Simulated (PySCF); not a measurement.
# Electric field gradients and quadrupole coupling constants

Compound: C₄BN₄ (charge -1).
Cartesian coordinates in Å at the PBE0-D3(BJ)/def2-SVP level; atoms count from 1:
```
atom  x, y, z in Å
N1     0.0128    2.3725   -1.1044
C2    -0.0420    1.3063   -0.6518
B3    -0.1206   -0.1611   -0.0295
C4    -0.8596   -1.1346   -1.0560
N5    -1.3970   -1.8405   -1.8028
C6     1.3550   -0.7010    0.2505
N7     2.4265   -1.0938    0.4568
C8    -0.9373   -0.1115    1.3410
N9    -1.5292   -0.0749    2.3375
```

Field gradients from the PBE0/pcSseg-1 density (PySCF, non-relativistic), principal values in atomic units, ordered |Vxx| ≤ |Vyy| ≤ |Vzz|:

| atom | Vxx | Vyy | Vzz |
| --- | --- | --- | --- |
| N1 | 0.4947 | 0.4953 | -0.9900 |
| N5 | 0.4948 | 0.4952 | -0.9900 |
| N7 | 0.4948 | 0.4952 | -0.9900 |
| N9 | 0.4946 | 0.4953 | -0.9899 |

Q: Find the asymmetry η = (Vxx − Vyy)/Vzz and the couplings χ = eQV/h (234.96 MHz × Q in barn × V in au), with Q(14N) = 0.02044 b.

A: 
```
atom     environment  nucleus     η  χzz (MHz)  χxx (MHz)  χyy (MHz)
  N1  cyano nitrogen      14N  0.00     -4.755      2.376      2.379
  N5  cyano nitrogen      14N  0.00     -4.755      2.376      2.378
  N7  cyano nitrogen      14N  0.00     -4.754      2.376      2.378
  N9  cyano nitrogen      14N  0.00     -4.754      2.375      2.379
```

The gradient is axial or nearly so (η below 0.05) at N1, N5, N7 and N9. At B3 no principal value exceeds 0.01 au. The tensor is traceless: Vxx + Vyy + Vzz = 0.

Q: What is Vzz at N5 in SI units (1 au = 9.71736 × 10²¹ V/m²)?

A: -0.9900 au = -9.620 × 10²¹ V/m².

Geometry: PBE0-D3(BJ)/def2-SVP; no solvent, vibrations or thermal averaging. The pcSseg-1 basis has no diffuse functions, a weakness for an anion. These gradients aren't converged with respect to the basis.
